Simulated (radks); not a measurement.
Values are calculated unless marked as measured or tabulated.
Q: Neutral europium, [Xe] 4f7 6s2. Code: a radial shooting solver on a logarithmic mesh with Libxc functionals. Model: non-relativistic Kohn-Sham, PBE, spin-polarised, spherical densities, point nucleus. Every spin shell is full or empty, so the densities are truly spherical. Functionals are evaluated on that one density, not self-consistently. Rank these orbital-free kinetic functionals by their error against the exact value of the orbitals, and give that value: Thomas-Fermi, TF + vW, TF + vW/9, TF + vW/5, LC94, Perdew 92, Pearson, DePristo-Kress.

A: Exact: 10423.3 hartree. From best to worst, with 100 (|E| - |E exact|)/|E exact| (equal figures are ties): LC94 -0.01, DePristo-Kress -0.20, Perdew 92 -0.73, TF + vW/9 -0.74, Pearson -0.93, TF + vW/5 +2.68, Thomas-Fermi -5.02, TF + vW +33.48.
